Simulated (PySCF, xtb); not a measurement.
C4H7NSi, SMILES C#CC(=C)[SiH2]N. The values are those of a single conformer.

Harmonic wavenumbers (cm⁻¹) from xtb 6.7.1 with GFN2-xTB at its own minimum, in rising order: 30, 103, 154, 171, 232, 274, 401, 438, 502, 533, 584, 605, 624, 672, 728, 739, 748, 824, 895, 900, 938, 1177, 1412, 1526, 1635, 2236, 2249, 2254, 3073, 3109, 3388, 3471, 3502.

Question: What does PySCF with PBE0-D3(BJ)/def2-SVP give at its own minimum? (The exact figures need the calculation; the answer reports its results.)

Answer: 55, 109, 169, 208, 271, 299, 430, 460, 528, 556, 639, 675, 684, 754, 770, 853, 900, 910, 921, 942, 970, 1206, 1417, 1549, 1670, 2213, 2230, 2244, 3150, 3255, 3489, 3606, 3703. Paired by order, the mean absolute difference is 55 cm⁻¹ and the zero-point energies are 57.4 and 59.8 kcal/mol.
